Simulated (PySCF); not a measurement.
Basis set benchmark on one molecule

Molecule: `InChI=1S/C7H14/c1-7(2,3)6-4-5-6/h6H,4-5H2,1-3H3`.

Atoms are numbered as in `[CH3:1][C:2]([CH3:3])([CH3:4])[CH:5]1[CH2:6][CH2:7]1` (H(Xn): hydrogen on atom n). Ha(C6), Ha(C7) are cis to C2 on the ring; Hb(C6), Hb(C7) are trans to C2 on the ring.

Geometry PBE0-D3(BJ)/def2-SVP throughout; GIAO in PySCF, gas phase, one conformer, non-relativistic; equivalent atoms averaged; functional PBE0.

Reference values (measured; solution, not stated per compound (mostly CDCl3 or CCl4); Pretsch, Buehlmann, Badertscher, Structure Determination of Organic Compounds, 4th ed. (2009)): δ(C5) = 22.7 ppm, δ(C6/C7) = 0.3 ppm. Computed shifts are taken against TMS, calculated as an isolated molecule at each level.

How do the basis sets STO-3G, pcSseg-0, 6-31G, 6-31G*, cc-pVDZ, def2-SVP, pcSseg-1, 6-311+G(2d,p), aug-cc-pVDZ, def2-TZVP perform against the reference? Times are CPU seconds on shared hosts with different chips, so compare them loosely.

Results:


```
    basis set  functions    C5  C6/C7  mean abs. error C  core-s
       STO-3G         49  23.5   12.9                6.7     4.4
     pcSseg-0         91  24.6    4.1                2.9     9.2
        6-31G         91  24.8    3.9                2.9     9.1
       6-31G*        126  23.6    3.2                1.9      13
      cc-pVDZ        168  25.9    2.9                2.9      22
     def2-SVP        168  24.0    1.7                1.4      21
     pcSseg-1        189  24.3    2.0                1.7      42
6-311+G(2d,p)        273  24.5    1.3                1.4      38
  aug-cc-pVDZ        287  24.6    2.1                1.9      50
    def2-TZVP        301  24.7    1.4                1.5      58
```

For $^{13}$C the closest is def2-SVP (1.4 ppm, with 6-311+G(2d,p), def2-TZVP practically level) and the furthest STO-3G (6.7 ppm). Where a smaller basis beats a larger one, errors probably cancel. One molecule is a small sample, and vibrational and solvent effects are absent from the calculation.

A small basis that lands close on one nucleus may do so by chance; judge by the trend and by all nuclei.
